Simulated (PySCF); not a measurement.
H2O4W, singlet, at a GFN2-xTB geometry (such geometries of metal compounds can be far from the true shape) (core potentials on W). Base run: HF/def2-SVP (PySCF).

Input for PySCF:
```python
from pyscf import gto, scf

mol = gto.Mole()
mol.atom = '''
    W     0.04245152    0.00010856    0.00617511
    O     1.16227353    0.78461633   -0.99567295
    O     0.83435974   -0.77951039    1.28610829
    O    -0.90205874   -1.26075159   -0.99386071
    H    -1.13046067   -2.02030589   -1.54734730
    O    -1.15412496    1.25549336    0.69476301
    H    -1.53454846    2.01349073    1.15968831
'''
mol.basis = 'def2-svp'
mol.ecp = {'W': 'def2-svp'}
mol.verbose = 4
mol.build()

mf = scf.RHF(mol)
mf.kernel()
mo_i, mo_e, stable_i, stable_e = mf.stability(internal=True, external=True, return_status=True, nroots=6, tol=1e-6)
print('internally stable:', stable_i, ' externally stable:', stable_e)
if not stable_e:
    umf = mf.to_uhf() if not hasattr(mf, 'xc') else mf.to_uks()
    umf.scf_summary = {}
    umf.kernel(umf.make_rdm1(mo_e, umf.mo_occ))
```

The bond that is stretched is that between atoms 7 and 6. A test that says stable can miss a lower solution.

The base run was repeated with changes; each row names its change, and settings that it needs were set with it.

```tsv
change	ΔE vs base (eV)	<S^2>	E after following the instability (Eh)	<S^2> there	HOMO-LUMO gap (eV)	stability test says
base	0.00	0.000	-	-	15.16	stable
bond × 1.25	1.30	0.000	-	-	14.45	stable
bond × 1.5	3.16	0.000	-	-	12.64	stable
bond × 1.8	5.15	0.000	-366.71381	0.74	10.52	external instability
bond × 2.2	7.13	0.000	-366.71334	1.00	8.42	external instability
bond × 3.0	9.32	0.000	-366.71830	1.01	5.17	external instability
```

Where a bond breaks into two radicals, a solution with restricted orbitals usually stops being the lowest and lies too high; an unrestricted one lies lower at the price of spin contamination, which <S^2> shows.
